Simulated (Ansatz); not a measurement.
Species: C$_{2}$H$_{7}$GeO (charge 0, doublet). It need not be the lowest isomer of its formula. 
Structure (B3LYP-D3(BJ)/def2-TZVP (Ansatz, a program for electronic structure) minimum search):
```
C
O 1 1.3641
H 1 1.0887 2 117.00
C 1 1.4820 3 120.65 2 149.61
H 4 1.0909 1 110.41 3 34.69
H 4 1.0936 5 108.53 1 -121.81
H 4 1.1005 5 107.82 6 -115.44
Ge 2 1.8038 1 119.20 3 -36.49
H 8 1.5312 2 104.00 1 171.22
H 8 1.5375 9 112.63 2 -117.37
H 8 1.5399 9 112.50 10 -126.14
```
Charge 0, spin multiplicity 2.

Quantity: atomisation energy (electronic, to ground-state atoms), in kcal/mol. Valence correlation only, unless marked. UHF or UKS for open shells. No spin-orbit coupling. Frozen are the shells of the preceding noble gas and the d and f shells that filled before the atom's block. No relativistic terms. The coupled-cluster limit lacks core correlation, which all-electron functionals hold. Basis-set limits of correlation are two-point, X^-3; Hartree-Fock from the larger set.

| level | program | atomisation energy (kcal/mol) |
|---|---|---|
| PBE-D3(BJ)/def2-TZVPD | Ansatz + dftd3 | 910.6 |
| r2SCAN-D4/def2-TZVPD | Ansatz + dftd4 | [?] |
| PBE0/def2-TZVPD | Ansatz | 893.3 |
| wB97M-V/def2-TZVPD | Ansatz | 895.5 |
| CCSD/aug-cc-pVDZ | Ansatz | 829.5 |
| CCSD/aug-cc-pVTZ | Ansatz | [?] |
| CCSD(T)/CBS(cc-pVTZ,cc-pVQZ) | Ansatz | 896.3 |

Q: What belongs in the gaps?

A: 
- r2SCAN-D4/def2-TZVPD, atomisation energy (kcal/mol): 902.7
- CCSD/aug-cc-pVTZ, atomisation energy (kcal/mol): 867.7
